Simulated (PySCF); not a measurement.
C4H4O3, SMILES C1(=O)C(OCO1)=C.

The structure is a stationary point at PBE-D3(BJ)/def2-SVP. One conformer was computed; it need not be the lowest.

All values below come from PBE-D3(BJ)/def2-SVP run with PySCF.

Harmonic, unscaled wavenumbers; measured fundamentals usually lie a few per cent lower.

Computed normal modes with their intensities:
| mode | ν (cm⁻¹) | IR (km/mol) | moving atoms (share of kinetic energy) |
|---|---|---|---|
| 1 | 107 | 7.8 | O 40 %, H 31 %, C 29 % |
| 2 | 161 | 0.1 | O 75 %, H 13 %, C 12 % |
| 3 | 289 | 3.4 | C 39 %, O 33 %, H 27 % |
| 4 | 387 | 1.9 | C 67 %, H 17 %, O 16 % |
| 5 | 521 | 0.9 | O 53 %, C 32 %, H 15 % |
| 6 | 626 | 1.2 | O 48 %, C 47 % |
| 7 | 688 | 3.0 | H 69 %, C 25 % |
| 8 | 744 | 1.5 | O 72 %, C 25 % |
| 9 | 757 | 13.0 | C 68 %, H 24 % |
| 10 | 778 | 4.8 | O 48 %, C 40 %, H 12 % |
| 11 | 818 | 42.8 | H 70 %, C 30 % |
| 12 | 883 | 9.5 | H 45 %, C 34 %, O 21 % |
| 13 | 986 | 38.9 | C 54 %, O 42 % |
| 14 | 1079 | 113.4 | C 52 %, O 32 %, H 16 % |
| 15 | 1096 | 133.1 | C 49 %, O 37 %, H 14 % |
| 16 | 1101 | 7.5 | H 64 %, C 29 % |
| 17 | 1162 | 0.0 | H 96 % |
| 18 | 1297 | 398.0 | C 69 %, O 20 %, H 11 % |
| 19 | 1333 | 0.1 | H 86 %, C 13 % |
| 20 | 1390 | 11.0 | H 68 %, C 22 %, O 10 % |
| 21 | 1470 | 0.7 | H 91 %, C 8 % |
| 22 | 1694 | 58.8 | C 93 % |
| 23 | 1866 | 273.9 | C 66 %, O 34 % |
| 24 | 2954 | 80.7 | H 95 % |
| 25 | 3008 | 28.9 | H 89 %, C 11 % |
| 26 | 3113 | 3.4 | H 95 % |
| 27 | 3227 | 0.8 | H 89 %, C 11 % |
